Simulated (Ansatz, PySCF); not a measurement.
Dissociation curve of BO, doublet.

UKS-PBE = unrestricted PBE/cc-pVTZ (Ansatz, a quantum-chemistry and plane-wave program); UKS-PBE0 = unrestricted PBE0/cc-pVTZ (PySCF); UCCSD(T) = CCSD(T) on UHF/cc-pVTZ, 2 core orbitals frozen (PySCF).

Energies relative to the lowest point of each curve near equilibrium, in kcal/mol; the last columns give the difference from UCCSD(T):

| R / Å | UKS-PBE | UKS-PBE0 | UCCSD(T) | UKS-PBE − UCCSD(T) | UKS-PBE0 − UCCSD(T) |
|---|---|---|---|---|---|
| 0.91 | 181.0 | 174.0 | 182.6 | -1.6 | -8.6 |
| 0.96 | 111.4 | 105.3 | 112.1 | -0.7 | -6.8 |
| 1.03 | 49.5 | 44.9 | 49.5 | 0.0 | -4.6 |
| 1.09 | 19.6 | 16.5 | 19.4 | 0.2 | -2.9 |
| 1.13 | 8.3 | 6.2 | 8.1 | 0.2 | -1.9 |
| 1.17 | 2.1 | 1.1 | 2.0 | 0.2 | -0.9 |
| 1.20 | 0.2 | 0.0 | 0.1 | 0.1 | -0.1 |
| 1.22 | 0.0 | 0.3 | 0.0 | 0.0 | 0.3 |
| 1.28 | 3.4 | 5.4 | 3.7 | -0.3 | 1.7 |
| 1.33 | 9.8 | 13.2 | 10.4 | -0.6 | 2.8 |
| 1.40 | 22.0 | 27.4 | 23.4 | -1.3 | 4.0 |

UKS-PBE is furthest from UCCSD(T) at 0.91 (-1.6 kcal/mol, below); its mean absolute difference over the points is 0.5 kcal/mol.

UKS-PBE0 is furthest from UCCSD(T) at 0.91 (-8.6 kcal/mol, below); its mean absolute difference over the points is 3.2 kcal/mol.

The scan ran from 0.91 to 4.82 Å; beyond the distances shown one of the unrestricted levels run for this scan, shown here or not, changes its spin distribution in one step. The unrestricted determinant behind UCCSD(T) is spin-contaminated at 1.33 to 1.40 Å (<S²> up to 0.9, against 0.75 for a pure doublet).
